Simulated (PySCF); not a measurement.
**`[NH2][Ge]1([Br])[CH2]C[CH2]1`: 4 charge schemes on one density**

Species: C3H8BrGeN.
Z-matrix (Å and degrees, PBE0-D3(BJ)/def2-SVP geometry), rows numbered from 1:
```
N 
Ge  1  1.8247
Br  2  2.3167  1  104.05
C   2  1.9780  1  124.52  3  -134.63
C   4  1.5503  2   87.37  1   -99.67
C   5  1.5519  4  103.66  2   -18.48
H   1  1.0169  2  115.27  3   173.26
H   1  1.0167  2  114.61  3    44.72
H   4  1.0990  2  120.86  1    19.94
H   4  1.1009  2  109.46  1   147.33
H   5  1.1025  4  113.44  2  -142.03
H   5  1.1021  4  109.83  2    98.80
H   6  1.0989  2  119.95  1   -12.12
H   6  1.1007  2  110.04  1  -139.19
```

Density: PBE0/pcSseg-1 (PySCF); schemes: Mulliken, IAO, Hirshfeld and ESP-fitted. Geometry: PBE0-D3(BJ)/def2-SVP, one conformer, isolated molecule. The calculation is non-relativistic, for germanium and bromine too.

Do the Mulliken, IAO, Hirshfeld and ESP-fitted schemes agree on where the charge is highest?

All schemes agree: Mulliken Ge2 (+1.004); IAO Ge2 (+0.980); Hirshfeld Ge2 (+0.427); ESP-fitted Ge2 (+0.526).

Which atoms carry the lowest charge in the Mulliken, IAO, Hirshfeld and ESP-fitted schemes?

All schemes agree: Mulliken N1 (-0.659); IAO N1 (-0.787); Hirshfeld N1 (-0.322); ESP-fitted N1 (-0.940).

Tabulate the Mulliken, IAO, Hirshfeld and ESP-fitted charges.

In e:

| atom | environment | Mulliken | IAO | Hirshfeld | ESP-fitted |
| --- | --- | --- | --- | --- | --- |
| N1 | nitrogen bonded to Ge and 2 H | -0.659 | -0.787 | -0.322 | -0.940 |
| Ge2 | germanium bonded to Br, 2 C and N | +1.004 | +0.980 | +0.427 | +0.526 |
| Br3 | bromine bonded to Ge | -0.396 | -0.276 | -0.167 | -0.203 |
| C4 | sp3 carbon bound to germanium | -0.476 | -0.537 | -0.160 | -0.400 |
| C5 | four-membered-ring carbon | -0.217 | -0.251 | -0.073 | +0.144 |
| C6 | sp3 carbon bound to germanium | -0.468 | -0.527 | -0.154 | -0.267 |
| H7 | N–H hydrogen | +0.187 | +0.258 | +0.113 | +0.399 |
| H8 | N–H hydrogen | +0.192 | +0.264 | +0.109 | +0.356 |
| H9 | methylene hydrogen | +0.136 | +0.145 | +0.034 | +0.101 |
| H10 | methylene hydrogen | +0.146 | +0.154 | +0.036 | +0.107 |
| H11 | methylene hydrogen | +0.133 | +0.141 | +0.040 | -0.003 |
| H12 | methylene hydrogen | +0.127 | +0.134 | +0.038 | +0.021 |
| H13 | methylene hydrogen | +0.141 | +0.149 | +0.039 | +0.085 |
| H14 | methylene hydrogen | +0.149 | +0.155 | +0.039 | +0.074 |

Mean size of the charges over all atoms: IAO 0.340 e, Mulliken 0.317 e, ESP-fitted 0.259 e, Hirshfeld 0.125 e. Each set sums to the total charge, 0, to within 0.001 e. The ESP scheme fits charges at the nuclei, held to the total charge, to the electrostatic potential on points at 1.4 to 2.0 times the van der Waals radii. The IAO scheme counts the electrons in orthogonalised intrinsic atomic orbitals, a minimal basis polarised so that it spans the occupied orbitals exactly.

How many electrons does the Hirshfeld scheme count on Ge2?

Z − q = 32 − (+0.427) ≈ 31.572.

Sum the charges by element, for elements with more than one atom.

| element | atoms | Mulliken | IAO | Hirshfeld | ESP-fitted |
| --- | --- | --- | --- | --- | --- |
| C | 3 | -1.161 | -1.315 | -0.386 | -0.523 |
| H | 8 | +1.212 | +1.399 | +0.449 | +1.141 |
